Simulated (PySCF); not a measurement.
## Bi(2+) (bismuth, charge +2) across methods

[Xe] 4f14 5d10 6s2 6p1, 2P determinant. Computed with PySCF 2.14 in x2c-TZVPPall (11s7p6d3f, 83 functions), with the spin-free X2C one-electron Hamiltonian (Gaussian nucleus). The B2PLYP total includes its PT2 part (frozen core); its orbital energies are those of the SCF part.

```tsv
method	E (hartree)	mean ε 6s α (eV)	mean ε 6s β (eV)	mean ε 6p α (eV)	Σ⟨r²⟩ (bohr²)	⟨S²⟩
UHF	-21528.31616	-35.253	-33.095	-23.368	50.15	0.756
BHandHLYP	-21534.18	-33.487	-32.261	-21.680	49.89	0.752
r2SCAN	-21534.42	-31.331	-30.429	-19.970	49.65	0.753
PBE	-21534.48	-30.954	-30.275	-19.644	49.78	0.751
PBE0	-21534.19	-32.289	-31.266	-20.755	49.73	0.751
LDA	-21521.60	-31.322	-30.745	-19.773	49.69	0.750
MN15	-21548.71	-33.384	-32.338	-21.533	49.62	0.752
```

(1) Estimate the same row for B2PLYP.

Spin-orbit coupling, absent here, splits the open shell strongly.

Answers

(1) E (hartree) = -21532.90; mean ε 6s α (eV) = -33.418; mean ε 6s β (eV) = -32.085; mean ε 6p α (eV) = -21.661; Σ⟨r²⟩ (bohr²) = 49.96; ⟨S²⟩ = 0.752.
